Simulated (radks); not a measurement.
The numbers below are computed, except where a source is named.
The tantalum ion Ta2+, 71 electrons, occupied as [Xe] 4f14 5d3 (the NIST ground configuration).

Code: a radial shooting solver on a logarithmic mesh with Libxc functionals. Model: Dirac Kohn-Sham, PBE, spin-unpolarised, spherical densities, point nucleus; open shells fill j = l - 1/2 first.

Energy parts (eV):
total: -425180.09
kinetic: 477410.14
electron-nucleus: -1059499.32
Hartree: 165534.87
exchange-correlation: -8625.78

Orbitals (lengths in bohr, moments of r in powers of bohr; <r^-3> diverges for s and p1/2):
orbital  occ.  eigenvalue (eV)      <r>  <r^-3>      <r^2>
1s1/2       2        -67294.75  0.01866       -  0.0004785
2s1/2       2        -11566.55  0.07833       -   0.007315
2p1/2       2        -11053.47  0.06487       -   0.005233
2p3/2       4        -9783.142  0.07271   15570   0.006436
3s1/2       2        -2661.215   0.2043       -    0.04785
3p1/2       2        -2433.482   0.1942       -    0.04397
3p3/2       4        -2160.000   0.2088    3502    0.05060
3d3/2       4        -1776.066   0.1829   604.1    0.03932
3d5/2       6        -1716.508   0.1874   516.2    0.04114
4s1/2       2        -554.6298   0.4586       -     0.2377
4p1/2       2        -460.7876   0.4644       -     0.2458
4p3/2       4        -397.8202   0.4975   806.7     0.2817
4d3/2       4        -243.7772   0.5164   121.3     0.3095
4d5/2       6        -232.2108   0.5279   101.5     0.3233
5s1/2       2         -88.0022    1.102       -      1.365
5p1/2       2         -60.8857    1.220       -      1.689
5p3/2       4         -52.1521    1.325   109.5      1.993
4f5/2       6         -40.8830   0.6339   17.77     0.5113
4f7/2       8         -38.9011   0.6449   16.92     0.5304
5d3/2       3         -18.5061    1.963   7.513      4.541
5d5/2       0         -17.8142    2.024   6.104      4.826

The highest occupied level is 5d3/2 at -18.506 eV. For comparison, the ionisation energy in NIST's Atomic Spectra Database is 23 eV (theoretical). In exact Kohn-Sham theory the highest level is minus the ionisation energy, but local and semilocal functionals leave it too shallow, through self-interaction and a potential that decays too fast; potentials with the right tail come closer.

Beside tabulated values, note that spin-unpolarised runs miss the spin-polarisation part of the exchange energy of open shells.
